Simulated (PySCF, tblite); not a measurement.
Species: C3H9NO3Si.
Structure used (GFN2-xTB), in Å, numbered top down from 1:
```
atom  x, y, z in Å
C1     2.7610   -0.6766    0.1421
C2     2.2822    0.2993   -0.6050
C3     0.8278    0.5495   -0.8569
O4     0.0161   -0.4123   -0.2446
Si5   -1.5498   -0.2290    0.1467
N6    -1.7014    1.1803    1.1281
O7    -1.9790   -1.6652    0.7968
O8    -2.5476    0.0396   -1.1069
H9     2.0999   -1.3759    0.6239
H10    3.8173   -0.8141    0.2953
H11    2.9377    1.0065   -1.0959
H12    0.5637    1.5503   -0.4913
H13    0.6384    0.5419   -1.9394
H14   -2.6196    1.5190    1.3567
H15   -1.0758    1.3066    1.9054
H16   -1.3242   -2.1540    1.2863
H17   -3.1538   -0.6539   -1.3511
```

Computed with B3LYP/def2-SVPD in PySCF (dipole) on a GFN2-xTB geometry, gas phase.

Masses are those of the commonest isotopes; rigid-rotor values at the optimised geometry. The values belong to one conformer with, in the numbering `[CH2:1]=[CH:2][CH2:3][O:4][Si:5]([NH2:6])([OH:7])[OH:8]`, C1–C2–C3–O4 -2°, C2–C3–O4–Si5 158°, C3–O4–Si5–N6 -55°, O4–Si5–N6–H 172° and -48°, O4–Si5–O7–H 33°.

Task: What are A, B and C (MHz)?

Result: Ia = 163.13, Ib = 523.11, Ic = 553.21 u·Å²; 505379 MHz·u·Å²/I gives A = 3098, B = 966.1, C = 913.5 MHz.

Task: What kind of rotor is it?

Result: A near-prolate asymmetric top. Ray's parameter κ = (2B − A − C)/(A − C) = -0.952; −1 is the prolate and +1 the oblate limit.

Task: What does the inertial defect say?

Result: Not planar: Δ = Ic − Ia − Ib = -133.03 u·Å². For a rigid frame Δ = −2 Σ m c², so Σ m c² = 66.52 u·Å² lies off the ab plane: 13.53 from hydrogen and 52.99 from heavier atoms. The atom farthest from that plane is 2.33 Å away.

Task: Give the other two planar moments, Paa and Pbb, and the rms extents of the mass along the axes.

Result: Paa = Σ m a² = (Ib + Ic − Ia)/2 = 456.59 and Pbb = Σ m b² = (Ia + Ic − Ib)/2 = 96.61 u·Å². With the mass M = 135.04 u, the rms extents √(P/M) along a, b and c are 1.84, 0.85, 0.70 Å.

Task: List the rotational levels J(Ka,Kc) to J = 3 (cm⁻¹).

Result: Above 0(0,0):
J = 1: 1(0,1) 0.0627, 1(1,1) 0.1338, 1(1,0) 0.1356
J = 2: 2(0,2) 0.1881, 2(1,2) 0.2575, 2(1,1) 0.2627, 2(2,1) 0.4761, 2(2,0) 0.4761
J = 3: 3(0,3) 0.3760, 3(1,3) 0.4429, 3(1,2) 0.4534, 3(2,2) 0.6642, 3(2,1) 0.6643, 3(3,1) 1.0241, 3(3,0) 1.0241
Those of J = 1 are B + C, A + C and A + B.

Task: Which lines would a microwave search look for?

Result: The dipole components are |μa| = 0.11 D, |μb| = 0.42 D, |μc| = 1.05 D. Intensities carry the squares of the components, which stand as 0.01 : 0.16 : 1.00 (a : b : c). Some lines, for components of 0.1 D or more:

| type | branch | J(Ka,Kc) | MHz | lower level (cm⁻¹) |
| --- | --- | --- | --- | --- |
| a | R | 1(0,1) ← 0(0,0) | 1880 | 0.000 |
| c | Q | 2(1,2) ← 2(0,2) | 2080 | 0.188 |
| b | Q | 1(1,0) ← 1(0,1) | 2184 | 0.063 |
| b | Q | 2(1,1) ← 2(0,2) | 2238 | 0.188 |
| a | R | 2(0,2) ← 1(0,1) | 3758 | 0.063 |
| a | R | 2(1,1) ← 1(1,0) | 3812 | 0.136 |
| c | R | 1(1,0) ← 0(0,0) | 4064 | 0.000 |
| c | Q | 2(2,1) ← 2(1,1) | 6396 | 0.263 |
| b | Q | 2(2,1) ← 2(1,2) | 6553 | 0.257 |
| c | R | 2(2,0) ← 1(1,0) | 10209 | 0.136 |

Task: Estimate the classical rotational partition function at 25 K, 298.15 K and 500 K.

Result: Point group C1, symmetry number σ = 1; q = (√π/σ)·√((kT/h)³/(ABC)), k/h = 20836.6 MHz/K: 12700 at 25 K, 525000 at 298.15 K, 1140000 at 500 K.

Its lowest GFN2-xTB frequency is 13i cm⁻¹, too small to tell a flat minimum from a shallow saddle. These are rigid-rotor constants of the computed structure; measured ground-state constants (B0) also hold zero-point vibration. A rigid rotor knows nothing of inversion at nitrogen, which can split or shift real lines. Quadrupole hyperfine structure (14N) is left out.

On Arm Neoverse V2, one thread, on a shared host, this took 66 s wall (with the writing of density and orbital grids) and 1.0 GiB of memory at its peak. This is the B3LYP/def2-SVPD job that gave the dipole, with the excitations it also computed.
